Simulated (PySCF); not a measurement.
**Bond length, frequency and bond energy of BeN by level of theory**

State: ⁴Σ⁻ (quartet), unpaired electrons σ ↑, π ↑↑. Set-up: PySCF, no relativity, basis sets Be pcseg-2, N pcseg-2. De refers to Be + N in their high-spin ground configurations, without counterpoise correction. The functionals are run spin-unrestricted. A positive dipole means Be(−)N(+).

| Level | Re (Å) | ωe (cm⁻¹) | De (eV) | μ (D) |
| --- | --- | --- | --- | --- |
| UHF | 1.592 | 993 | 1.02 | -1.77 |
| UHF-MP2 | 1.599 | 977 | 1.69 | n/a |
| UHF-SCS-MP2 | 1.602 | 967 | 1.63 | n/a |
| UHF-CCSD | 1.605 | 949 | 1.31 | n/a |
| UHF-CCSD(T) | 1.609 | 938 | 1.39 | n/a |
| PBE | 1.616 | 916 | 2.25 | -1.30 |
| PBEsol | 1.614 | 918 | 2.29 | -1.28 |
| TPSS | 1.618 | 918 | 2.18 | -1.26 |
| r²SCAN | 1.611 | 927 | 2.11 | -1.45 |
| r²SCANh | 1.607 | 937 | 2.05 | -1.49 |
| PBE0 | 1.601 | 955 | 2.05 | -1.45 |
| CAM-B3LYP | 1.595 | 965 | 2.04 | -1.50 |

The bond length runs from 1.592 Å (UHF) to 1.618 Å (TPSS). De spans 1.02 eV (UHF, mean field) to 2.29 eV (PBEsol, GGA). Correlation at CCSD(T) changes the Hartree–Fock bond energy by +0.37 eV; the triples alone change it by +0.08 eV.

Correlated steps freeze 1 core orbital. The state is the lowest determinant that a PBE0 search found; another state may lie lower at other levels.

The whole job (state search and all levels along the bond) took about 1.4 min on 1 thread of Arm Neoverse V2 (shared host), peak memory 0.56 GiB.
